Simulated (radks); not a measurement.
Values are calculated unless marked as measured or tabulated.
Problem. Coherent X-ray form factor from a spherical all-electron density. Level of theory: scalar-relativistic Kohn-Sham, PBEsol, spin-polarised, spherical densities, finite nucleus; Fermi nuclear charge, rms radius of each element as measured or else 0.836 A^(1/3) + 0.57 fm (a radial shooting solver on a logarithmic mesh with Libxc functionals).

| sin(theta)/lambda (1/angstrom) | f0 (electrons) |
|---|---|
| 0.05 | 63.448 |
| 0.1 | 61.867 |
| 0.15 | 59.456 |
| 0.2 | 56.487 |
| 0.25 | 53.238 |
| 0.3 | 49.944 |
| 0.4 | 43.808 |
| 0.5 | 38.621 |
| 0.6 | 34.309 |
| 0.8 | 27.544 |
| 1 | 22.638 |
| 1.25 | 18.600 |
| 1.5 | 16.073 |
| 2 | 12.574 |

The species is in the configuration that NIST lists as its ground one. Which atom or ion scatters so?

Solution. The erbium ion Er4+, [Xe] 4f10. Extrapolating in s^2 from the first two rows gives f0(0) = 64.0, near the electron count 64; among species with that count, the fall with angle is slower the higher Z, and the table is that of Z = 68; from so few rows the species is fixed only to a neighbour or two.
